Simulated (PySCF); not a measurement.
# Mass spectrum arithmetic for `CC[Te][SiH3]`

Species: `CC[Te][SiH3]`.

Calculated from isotope tables alone.

(1) Molar mass and exact mass?

(2) What cluster does the molecular ion M+• show when like nominal masses merge?

(3) Which m/z would the protonated, sodiated and deprotonated molecule have?

(4) Which singly substituted isotopologues are there?

(5) Give the mass fraction of each element.

(6) Count the protons, neutrons and electrons of the monoisotopic species, and give its exact less its nominal mass.

Answers

(1) For C2H8SiTe, with standard atomic weights, 2 × 12.011 + 1 × 127.600 + 1 × 28.085 + 8 × 1.008 = 187.771 g/mol. From the most abundant isotopes (12C, 130Te, 28Si, 1H), 2 × 12.000000 + 1 × 129.906224 + 1 × 27.976927 + 8 × 1.007825 = 189.9458 u.

(2) 
| nominal mass | m/z (centroid) | relative intensity |
| --- | --- | --- |
| 180 | 179.9430 | 0.3 |
| 182 | 181.9420 | 7.3 |
| 183 | 182.9432 | 3.1 |
| 184 | 183.9418 | 13.9 |
| 185 | 184.9434 | 21.2 |
| 186 | 185.9423 | 55.5 |
| 187 | 186.9427 | 4.6 |
| 188 | 187.9434 | 92.1 |
| 189 | 188.9442 | 6.7 |
| 190 | 189.9451 | 100.0 |
| 191 | 190.9460 | 7.2 |
| 192 | 191.9423 | 3.4 |

Cut off at 0.1 %. One electron mass, 0.00055 u, is taken off. Abundances used (%; other tables differ somewhat): 12C 98.93, 13C 1.07; 120Te 0.09, 122Te 2.55, 123Te 0.89, 124Te 4.74, 125Te 7.07, 126Te 18.84, 128Te 31.74, 130Te 34.08; 28Si 92.2297, 29Si 4.6832, 30Si 3.0872; 1H 99.9885, 2H 0.0115.

(3) [M+H]+ 190.9530, [M+Na]+ 212.9350, [M−H]− 188.9385, for the monoisotopic species (arithmetic only; whether such ions form is another matter).

(4) Intensity in % of the monoisotopic species:

```csv
isotope,mass shift (u),m/z,intensity (%)
120Te,-10.00220,179.9430,0.26
122Te,-8.00318,181.9420,7.48
123Te,-7.00195,182.9432,2.61
124Te,-6.00341,183.9418,13.91
125Te,-5.00179,184.9434,20.75
126Te,-4.00291,185.9423,55.28
128Te,-2.00176,187.9434,93.13
29Si,+0.99957,190.9448,5.08
13C,+1.00335,190.9486,2.16
2H,+1.00628,190.9515,0.09
30Si,+1.99684,191.9420,3.35
```

Species under 0.02 % are left out.

(5) C 12.79 %, Te 67.96 %, Si 14.96 %, H 4.29 %.

(6) 86 protons, 104 neutrons and 86 electrons; 189.9458 − 190 = -0.0542 u.
